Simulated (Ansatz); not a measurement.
[(OH)3Hf]2S (Hf₂SO₆H₆). Charge 0, multiplicity 1. Geometry r2SCAN-D4/def2-SVP, basis def2-TZVP, Ansatz.

```xyz
15

Hf    1.536   -0.709    1.112
O     3.139    0.327    1.392
O     1.702   -2.544    1.689
O     0.830   -0.519   -0.768
S    -0.437    0.361    1.928
Hf   -1.247    0.500   -0.508
O    -2.647    1.784   -0.171
O    -2.185   -1.088   -1.112
O    -0.318    1.451   -2.000
H     3.843    0.901    1.696
H     1.610   -3.430    2.039
H     1.116   -0.132   -1.611
H    -3.231    2.443    0.203
H    -3.007   -1.509   -1.368
H    -0.703    2.165   -2.521
```

```
run  HOMO (eV)  LUMO (eV)
  A      -6.91      -0.81
  B      -9.15       1.11
  C      -5.88      -1.86
  D      -6.02      -1.37
  E      -5.72      -1.59
```

In the def2 sets Hf takes a core potential; there is no spin–orbit coupling.

Question: The runs used LDA (SPW92), PBE, PBE0, r2SCAN, ωB97X-V. Estimate which is which.

Answer: A PBE0 (25 % exact exchange); B ωB97X-V (range-separated); C LDA (SPW92) (0 % exact exchange); D r2SCAN (0 % exact exchange); E PBE (0 % exact exchange). Exact exchange lowers occupied and raises empty levels; among semilocal functionals meta-GGAs tend to open the gap a little, and such runs are hard to tell apart. The gap grows from 4.02 eV (LDA (SPW92)) to 10.26 eV (ωB97X-V).
